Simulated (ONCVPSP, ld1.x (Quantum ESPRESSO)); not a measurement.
Potentials for Ar (Z = 18) compared

Generated with ld1.x 7.5 (TM, RRKJ, ultrasoft, PAW), atompaw 4.2 or ONCVPSP 4.0.1. The cutoff is in Ry: for ld1.x and atompaw files where the sum of valence levels is converged to 10 mRy in a Bessel basis, for ONCV files where the hardest occupied wave has 1 mHa per electron of residual kinetic energy. The error is the largest all-electron minus pseudo excitation energy over each file’s own four to seven test configurations (ionisations up to +4, promotions, holes and added fractions of an electron), all of which were solved. The labels leave out finer settings (local radius, basis sizes, second energies), which also bear on the numbers. Spin-polarised tests are not counted. The rows are a selection from randomly drawn settings: files with unsolved tests, undetermined cutoffs or missed reference levels are left out.

A true bound ghost makes a file unfit for plane-wave use even where its test errors are small: the radial tests pick states by their node count and pass the ghost by.

```tsv
potential	cutoff (Ry)	largest error (meV)	bound ghosts
ONCV, PBE, scalar-relativistic, rc 0.60/0.65/0.50 (spd), local smoothed, core correction yes, reference 2s2 2p6 3s2 3p6, qcut 19.9/18.2/16.6, projectors 2/2/2	337	-414	none
ONCV, PBE, scalar-relativistic, rc 0.65/0.80 (sp), local smoothed, core correction yes, reference 2s2 2p6 3s2 3p6, qcut 15.4/19, projectors 2/2	283	+1382	none
TM, PBE, non-relativistic, rc 0.90/1.35/1.40 (spd), local smoothed, core correction yes, reference 3s2 3p6	160	+330	none
ONCV, PBE, scalar-relativistic, rc 0.85/1.35/1.20 (spd), local smoothed, core correction no, reference 3s2 3p6, qcut 6.8/6.3/7.3, projectors 2/2/2	292	+36	s
TM, LDA (PZ), scalar-relativistic, rc 1.05/1.30/1.15 (spd), local d, core correction yes, reference 3s2 3p6	60	+443	none
ONCV, LDA (Perdew-Wang 92), scalar-relativistic, rc 0.65/0.75/0.65 (spd), local d, core correction yes, reference 2s2 2p6 3s2 3p6, qcut 14.2/14.3/17.5, projectors 2/2/0	1079	+1551	none
TM, LDA (PZ), scalar-relativistic, rc 0.85/1.05/1.00 (spd), local s, core correction yes, reference 3s2 3p6	160	+305	none
```

Task: Fill in the row for Ar: TM, PBEsol, scalar-relativistic, rc 1.25/1.40 (sp), local smoothed, core correction yes, reference 3s2 3p6.

Result: cutoff 60 Ry, largest error +295 meV, bound ghosts: none.
